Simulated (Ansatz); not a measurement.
C2H7BOSe (`COB(C)[SeH]`), relaxed with RKS PBE0-D4/def2-TZVP in Ansatz from a PBE-D4/def2-SVP geometry. The force threshold is 0.005 eV/Å; the program also tests the step.

The species carries charge 0 and has multiplicity 1.

Start:

```xyz
12

C    -1.857    0.681    0.702
O    -1.002   -0.317    0.168
B     0.318   -0.115   -0.101
C     1.159   -1.292   -0.727
Se    1.100    1.670    0.290
H    -1.931    1.557    0.020
H    -1.495    1.036    1.692
H    -2.867    0.244    0.829
H     0.598   -2.247   -0.691
H     2.135   -1.432   -0.219
H     1.387   -1.072   -1.792
H     2.456    1.287   -0.171
```

Problem. How much energy does the relaxation release, and in how many steps? (Best estimate.)

Solution. Computed: 0.99 kcal/mol, in 13 steps.

Problem. Which bonds change most? (An estimate is asked.)

Solution. Ansatz gave: C1–H7 from 1.112 to 1.094 Å; C1–H6 from 1.112 to 1.094 Å; C1–H8 from 1.107 to 1.089 Å; C4–H11 from 1.111 to 1.094 Å.

Problem. Give the relaxed structure. (An estimate is asked.)

Solution. Computed: 
```xyz
12

C    -1.839    0.675    0.721
O    -1.000   -0.323    0.177
B     0.300   -0.114   -0.119
C     1.149   -1.283   -0.718
Se    1.075    1.672    0.222
H    -1.918    1.530    0.042
H    -1.459    1.020    1.687
H    -2.828    0.239    0.861
H     0.551   -2.189   -0.833
H     2.007   -1.513   -0.080
H     1.556   -1.011   -1.697
H     2.406    1.298   -0.264
```
